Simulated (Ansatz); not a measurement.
Basis-set extrapolation for C2H8AlFSi, SMILES `[CH3][AlH][CH2][SiH2]F` (PBE0-D4/def2-TZVP geometry, frozen core, the Gaussian-basis code of Ansatz). Multiplicity 1, RHF reference.

```json
{"": "HF", "def2-TZVPP": "-710.858746", "def2-QZVPP": "-710.883973"}
{"": "MP2 correlation", "def2-TZVPP": "-0.809285", "def2-QZVPP": "-0.871459"}
{"": "CCSD(T) correlation", "def2-TZVPP": "-0.890804", "def2-QZVPP": "not run"}
```

Energies in hartree. Use E(X) = E(∞) + A·exp(−7.88·√X) for Hartree–Fock and E(X) = E(∞) + B·X^(−2.97) for correlation, with X = 3 and 4, and add CCSD(T) minus MP2 of the smaller set to the MP2 limit.

What is the CCSD(T) energy at the basis-set limit?

HF limit: -710.883973 + (-0.025227) × 0.13774 = -710.88745. MP2 limit: -0.871459 + (-0.062174) × 0.74074 = -0.91751. Higher-order term: -0.890804 − (-0.809285) = -0.08152. Total: -711.88648 hartree, 359.5 kJ/mol below CCSD(T)/def2-TZVPP.
